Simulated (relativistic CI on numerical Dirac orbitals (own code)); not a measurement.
**Spin-allowed bands of a d7 ion in an octahedral site, by hand**

Problem. Take Δ = 7500 cm⁻¹ and B = 660 cm⁻¹ for a high-spin d7 ion in an octahedral site. Calculate the three spin-allowed bands.

Working.
1. The terms of highest spin are 4F (energy 0) and 4P (15B = 9900 cm⁻¹). Here the F term splits into A2 at +1.2Δ = 9000, T2 at +0.2Δ = 1500 and T1 at −0.6Δ = -4500 cm⁻¹.
2. The two T1 states mix through the element 0.4Δ: H = [[-4500, 3000], [3000, 9900]], with roots ½(H₁₁ + H₂₂) ∓ ½√[(H₂₂ − H₁₁)² + 4H₁₂²] = ½(5400) ∓ ½(15600) = -5100 and 10500 cm⁻¹.
3. The ground term is 4T1 at -5100 cm⁻¹.
4. Bands: 4T2 6600 cm⁻¹ (1515 nm), 4A2 14100 cm⁻¹ (709 nm), 4T1(P) 15600 cm⁻¹ (641 nm).

Check. Exact diagonalisation of the whole d7 shell with these parameters gives 4T2 6600, 4A2 14100, 4T1 15600 cm⁻¹. The match is exact, since without spin-orbit coupling no other term has this spin. The ratio of the second band to the first, 2.136, depends on Δ/B = 11.4 alone, which is how a Tanabe-Sugano diagram is read.
